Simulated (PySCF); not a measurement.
# How the method moves the HOMO and LUMO of `FCC1=C(F)CC1`

C5H6F2.
Z-matrix (Å and degrees, PBE0-D3(BJ)/def2-SVP geometry), rows numbered from 1:
```
F 
C   1  1.3780
C   2  1.4786  1  110.91
C   3  1.3392  2  136.29  1   120.39
F   4  1.3176  3  133.25  2     0.86
C   4  1.4926  3   97.31  2  -179.64
C   3  1.5164  2  132.49  1   -58.76
H   2  1.1051  1  107.64  3  -121.08
H   2  1.1024  1  109.02  3   121.61
H   6  1.1017  4  116.04  3  -114.80
H   6  1.1016  4  115.68  3   115.61
H   7  1.1020  3  115.50  2   -64.51
H   7  1.1007  3  114.73  2    64.04
```

Basis pcSseg-1 throughout (PySCF), one geometry. The structure is a single PBE0-D3(BJ)/def2-SVP conformer in the gas phase; no vibrational or solvent corrections.

Q: How do the orbital energies, the gap and the dipole change with the method?

A: 
| method | kind | HOMO (eV) | LUMO (eV) | gap (eV) | μ (D) | SCF cycles |
| --- | --- | --- | --- | --- | --- | --- |
| BLYP | GGA | -5.89 | -0.68 | 5.21 | 1.74 | 14 |
| OPBE | GGA | -6.00 | -0.70 | 5.30 | 1.73 | 15 |
| PBE | GGA | -6.03 | -0.81 | 5.23 | 1.75 | 14 |
| KT2 | GGA | -6.08 | -0.82 | 5.26 | 1.77 | 16 |
| BP86 | GGA | -6.14 | -0.90 | 5.24 | 1.78 | 14 |
| LDA | LDA | -6.21 | -1.05 | 5.16 | 1.86 | 14 |
| mPW1PW91 | global hybrid | -7.29 | 0.17 | 7.45 | 1.89 | 14 |

The HOMO spans 1.39 eV, from BLYP down to mPW1PW91, and the gap runs from 5.16 eV (LDA) to 7.45 eV (mPW1PW91). The dipole ranges from 1.73 D (OPBE) to 1.89 D (mPW1PW91). This basis has no diffuse functions.
